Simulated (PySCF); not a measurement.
# Bonding in `CS[C@@H]1C[C@@](F)(C(C)=O)O1`

Compound: C6H9FO2S.
Atom-mapped SMILES: `[CH3:1][S:2][C@@H:3]1[CH2:4][C@@:5]([F:6])([C:7]([CH3:8])=[O:9])[O:10]1` (hydrogens: H11, H12, H13 on C1; H14 on C3; H15, H16 on C4; H17, H18, H19 on C8)

Cartesian coordinates in Å at the GFN2-xTB level; atoms count from 1:
```xyz
19
C6H9FO2S angstrom
C      3.207   -1.182    0.599
S      2.516    0.466    0.904
C      1.138    0.379   -0.271
C      0.177    1.567   -0.215
C     -0.846    0.518    0.221
F     -1.295    0.670    1.510
C     -2.041    0.241   -0.713
C     -3.025   -0.732   -0.156
O     -2.089    0.749   -1.801
O      0.102   -0.522    0.134
H      3.572   -1.239   -0.422
H      2.431   -1.921    0.778
H      4.025   -1.316    1.299
H      1.530    0.104   -1.253
H      0.407    2.302    0.551
H     -0.053    2.042   -1.164
H     -2.494   -1.632    0.151
H     -3.787   -0.969   -0.893
H     -3.483   -0.304    0.735
```

Bond orders from the PBE0/pcSseg-1 density (PySCF). One conformer (not necessarily the lowest) at the GFN2-xTB geometry, without solvent, vibrations or thermal averaging.

Problem. Where do the orders between heavy atoms depart from those drawn in the SMILES?

Solution. The largest departure is 0.162, at C5–C7 (drawn single, 0.838). Drawn single, order below 0.88: C5–C7 (0.838).

Problem. Give the Mayer order of every bond, beside its length.

Solution. 
| bond | drawn as | length (Å) | Mayer order |
| --- | --- | --- | --- |
| C1–S2 | single | 1.813 | 0.988 |
| S2–C3 | single | 1.813 | 1.045 |
| C3–C4 | single | 1.529 | 1.034 |
| C4–C5 | single | 1.528 | 1.022 |
| C5–F6 | single | 1.373 | 0.922 |
| C5–C7 | single | 1.542 | 0.838 |
| C7–C8 | single | 1.492 | 1.000 |
| C7–O9 | double | 1.202 | 2.032 |
| C5–O10 | single | 1.410 | 0.948 |
| O10–C3 | single | 1.432 | 0.888 |
| C1–H11 | single | 1.087 | 0.951 |
| C1–H12 | single | 1.086 | 0.947 |
| C1–H13 | single | 1.085 | 0.958 |
| C3–H14 | single | 1.093 | 0.922 |
| C4–H15 | single | 1.086 | 0.933 |
| C4–H16 | single | 1.086 | 0.924 |
| C8–H17 | single | 1.089 | 0.934 |
| C8–H18 | single | 1.086 | 0.953 |
| C8–H19 | single | 1.089 | 0.935 |

Bonds between the same two heavy elements. C–S: lowest C1–S2 (0.988, 1.813 Å), highest S2–C3 (1.045, 1.813 Å). C–C: lowest C5–C7 (0.838, 1.542 Å), highest C3–C4 (1.034, 1.529 Å); in 2 of the 6 pairs the longer bond (by over 0.003 Å) has the higher order (by 0.02 or more). C–O: lowest O10–C3 (0.888, 1.432 Å), highest C7–O9 (2.032, 1.202 Å).

Problem. Sum the orders of all bonds at each heavy atom with more than one neighbour and set the sums beside the valence in the SMILES.

Solution. C1 3.844 (drawn 4), S2 2.033 (drawn 2), C3 3.889 (drawn 4), C4 3.913 (drawn 4), C5 3.730 (drawn 4), C7 3.870 (drawn 4), C8 3.822 (drawn 4), O10 1.836 (drawn 2). Orders between atoms that aren't bonded are not in these sums.

For a closed shell the Mayer order of atoms A and B is Σ (PS)μν (PS)νμ over the basis functions μ on A and ν on B, with P the density and S the overlap matrix.
